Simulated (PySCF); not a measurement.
**Relaxation of quintet Rh(OH)₃**

These are results of UPBE/[Rh def2-SVP with ECP28, O def2-SVP, H def2-SVP], scalar-relativistic core potentials, density fitting, no spin–orbit coupling, PySCF, not measurements. A (50,194) grid was used.

A hand-made trigonal pyramidal (heavy-atom frame) start, of C3 symmetry, held to at least that symmetry:

```xyz
7
charge 0 multiplicity 5, angstrom
Rh    0.0000    0.0000   -0.2982
O     1.6600    0.0000    0.5844
O    -0.8300    1.4376    0.5844
O    -0.8300   -1.4376    0.5844
H     2.2048   -0.7354    0.8741
H    -0.4655    2.2771    0.8741
H    -1.7393   -1.5417    0.8741
```

Optimiser trace:
```
step  E − E(last) (kJ/mol)  largest gradient (Eh/bohr)
   0                145.74                     0.04146
   1                 72.32                     0.02553
   2                 42.67                     0.02813
   3                 34.59                     0.03359
   4                 23.51                     0.02217
   5                 15.42                     0.01226
   6                 10.31                     0.00672
   7                  5.41                     0.00731
   8                  3.36                     0.00859
   9                  2.09                     0.00361
  10                  0.96                     0.00208
  11                  0.66                     0.00286
  12                  0.32                     0.00148
  13                  0.19                     0.00117
  14                  0.06                     0.00070
  15                  0.01                     0.00041
  16                  0.00                     0.00080
  17                  0.00                     0.00025
```

It ends at C3h with O–H 0.980 Å (×3), Rh–O 1.956 Å (×3); H–O–Rh 117.2° (×3), O–Rh–O 120.0° (×3). A frequency run shows a minimum. Other isomers or separated fragments may lie lower.

Final geometry:
```xyz
7
charge 0 multiplicity 5, angstrom
Rh    0.0000    0.0000    0.0000
O     1.9554    0.0325    0.0000
O    -1.0059    1.6772    0.0000
O    -0.9496   -1.7097    0.0000
H     2.4173   -0.8315    0.0000
H    -0.4886    2.5092    0.0000
H    -1.9287   -1.6777    0.0000
```

With open d or f shells other occupations or spin states may lie lower. At this level a singlet minimum of C3v symmetry lies 146 kJ/mol below this structure.
